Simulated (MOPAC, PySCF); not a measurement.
H4Ge, SMILES `[GeH4]`, neutral singlet in the gas phase. 

Cartesian coordinates (Å):
SMILES: [GeH4]
```xyz
5

Ge     0.0000     0.0000     0.0000
H     -0.8924     1.0793    -0.6138
H      0.3264    -1.0541    -1.0585
H      1.2965     0.6359     0.5030
H     -0.7305    -0.6611     1.1694
```
Charge 0, multiplicity 1.

All levels are single points at this geometry (CAM-B3LYP-D3(BJ)/def2-TZVP); Pople sets use spherical d functions. Orbital energies aren't observables, and empty levels follow the basis.

CAM-B3LYP-D3(BJ)/def2-TZVP in PySCF gives dipole (D) = 0.00.

**Question.** Estimate the dipole (D) from each of these levels: TPSSh-D3(BJ)/def2-TZVP in PySCF; B3LYP/6-31G* in PySCF; SVWN5/6-31G* in PySCF; HF/3-21G in PySCF; PM6 in MOPAC.

**Answer.** 
```json
[
 {"level": "TPSSh-D3(BJ)/def2-TZVP in PySCF", "dipole (D)": "0.00"},
 {"level": "B3LYP/6-31G* in PySCF", "dipole (D)": "0.00"},
 {"level": "SVWN5/6-31G* in PySCF", "dipole (D)": "0.00"},
 {"level": "HF/3-21G in PySCF", "dipole (D)": "0.00"},
 {"level": "PM6 in MOPAC", "dipole (D)": "0.00"}
]
```
